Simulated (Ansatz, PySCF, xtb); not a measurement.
Noncovalent pair: HF (SMILES F) (first 2 atoms) with C2H4 (SMILES C=C); geometry from B3LYP-D3(BJ)/def2-TZVP, rigid monomers moved along the line of their centres of mass till H2···C4 is 2.02 Å.
(charge 0, multiplicity 1):
```tsv
atom	x (Å)	y (Å)	z (Å)
F	-0.0440	0.3998	-0.2698
H	-0.0182	0.2834	0.6584
C	0.4007	-0.5022	2.4672
C	-0.3325	0.5946	2.6250
H	-0.0539	-1.4799	2.3616
H	1.4831	-0.4648	2.4470
H	0.1223	1.5711	2.7399
H	-1.4147	0.5559	2.6545
```

Monomers are frozen at their geometry in the pair; levels with a basis set take the counterpoise correction. Rows marked so take none.

Frozen-core correlation. CBS: X⁻³ extrapolation of the correlation energy, Hartree–Fock from the larger set. Rows in 6-31G* carry no dispersion term and start afresh at each structure (6-31G* with six Cartesian d functions).

Codes used: Ansatz (a first-principles code) with Gaussian orbitals; PySCF for 6-31G* rows, the dispersion terms; xtb for the GFN methods. Values without a source in brackets are computed.

| level | interaction energy (meV) |
|---|---|
| GFN2-xTB | -192.5 |
| HF/aug-cc-pVDZ | -37.8 |
| r2SCAN/def2-TZVPPD | -213.4 |
| B3LYP/6-31G* | -105.4 |
| B3LYP/6-31G* (no counterpoise) | -194.3 |
| PBE0-D4/def2-TZVPPD | -217.8 |
| MP2/aug-cc-pVTZ | ___ |
| CCSD(T)/aug-cc-pVDZ | -105.1 |
| MP2/CBS(aug-cc-pVDZ, aug-cc-pVTZ) + ΔCCSD(T)/aug-cc-pVDZ | ___ |

**Question.** Complete the blanks.

**Answer.** 
- MP2/aug-cc-pVTZ, interaction energy (meV): -163.1
- MP2/CBS(aug-cc-pVDZ, aug-cc-pVTZ) + ΔCCSD(T)/aug-cc-pVDZ, interaction energy (meV): -156.4
